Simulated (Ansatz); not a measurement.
Cost and result for the atomization energy of `OCNBF` (10 atoms, 9 bonds).

```json
{"atom": "O1", "x (Å)": "0.030", "y (Å)": "1.594", "z (Å)": "-0.890"}
{"atom": "C2", "x (Å)": "0.575", "y (Å)": "0.671", "z (Å)": "0.031"}
{"atom": "N3", "x (Å)": "0.070", "y (Å)": "-0.625", "z (Å)": "-0.266"}
{"atom": "B4", "x (Å)": "-0.888", "y (Å)": "-1.303", "z (Å)": "0.485"}
{"atom": "F5", "x (Å)": "-1.318", "y (Å)": "-2.496", "z (Å)": "0.066"}
{"atom": "H6", "x (Å)": "0.508", "y (Å)": "2.424", "z (Å)": "-0.809"}
{"atom": "H7", "x (Å)": "1.671", "y (Å)": "0.677", "z (Å)": "-0.035"}
{"atom": "H8", "x (Å)": "0.286", "y (Å)": "0.917", "z (Å)": "1.059"}
{"atom": "H9", "x (Å)": "0.385", "y (Å)": "-1.012", "z (Å)": "-1.144"}
{"atom": "H10", "x (Å)": "-1.319", "y (Å)": "-0.848", "z (Å)": "1.504"}
```

Charge 0, multiplicity 1. Geometry: relaxed with PBE0-D4/def2-TZVP. It is one conformer, not always the lowest. Program: Ansatz. All runs use 4 threads of an Arm Neoverse V2 on a shared host. Times are those of one run each, without the atoms' runs, and a repeat can differ threefold. Electronic energies, without spin–orbit coupling; frozen cores. CCSD(T)/CBS adds CCSD(T) − MP2 in def2-TZVPP to the MP2 limit, and its time is that of the two runs behind it. T1 = 0.012. B3LYP takes the VWN-RPA correlation (the form of Gaussian; ORCA's B3LYP/G).

CCSD(T)/CBS is a level of theory with its own doubt, some kJ/mol a heavy atom from the limit and from the frozen cores, so smaller differences don't rank the functionals.

| level | functions | wall time |
| --- | --- | --- |
| PBE-D4/def2-TZVPP (with forces) | 225 | 1.4 s |
| PBE0-D4/def2-TZVPP | 225 | 1.4 s |
| B3LYP-D4/def2-TZVPP (with forces) | 225 | 2.2 s |
| r2SCAN-D4/def2-TZVPP (with forces) | 225 | 2.5 s |
| B2PLYP/def2-TZVPP | 225 | 2.7 s |
| ωB97X-V/def2-TZVPP | 225 | 3.9 s |
| ωB97M-V/def2-TZVPP (with forces) | 225 | 5.5 s |
| MP2/def2-QZVPP | 435 | 11 s |
| CCSD(T)/def2-TZVPP | 225 | 72 s |
| CCSD(T)/CBS(def2) | – | 83 s |

Problem. What atomization energy does each give, and how far from CCSD(T)/CBS? (Best estimate.)

Solution. Ansatz gave: 
```csv
level,atomization (kJ/mol),difference from CCSD(T)/CBS,per bond
PBE-D4/def2-TZVPP (with forces),4078.6,112.8,12.5
PBE0-D4/def2-TZVPP,3978.9,13.1,1.5
B3LYP-D4/def2-TZVPP (with forces),3980.5,14.7,1.6
r2SCAN-D4/def2-TZVPP (with forces),3977.0,11.2,1.2
B2PLYP/def2-TZVPP,3943.0,-22.8,-2.5
ωB97X-V/def2-TZVPP,3978.8,13.0,1.4
ωB97M-V/def2-TZVPP (with forces),3990.6,24.8,2.8
MP2/def2-QZVPP,4020.3,54.5,6.1
CCSD(T)/def2-TZVPP,3858.4,-107.4,-11.9
CCSD(T)/CBS(def2),3965.8,0.0,0.0
```

The D4 term adds +22.4 kJ/mol with B3LYP and +11.7 kJ/mol with PBE0; it sums over pairs of atoms, weighted by their polarisabilities, and B3LYP, whose exchange is more repulsive, gets the larger term. From PBE to PBE0 (25 % exact exchange), in def2-TZVPP and without D4, the atomization energy moves by −97.3 kJ/mol: exact exchange takes away binding that semilocal exchange gives to molecules. In def2-TZVPP, CCSD(T) changes the Hartree–Fock value by +1013.4 kJ/mol (the triples alone add +60.6 kJ/mol) and MP2 by +1111.5 kJ/mol; breaking electron pairs costs correlation energy, which Hartree–Fock lacks.
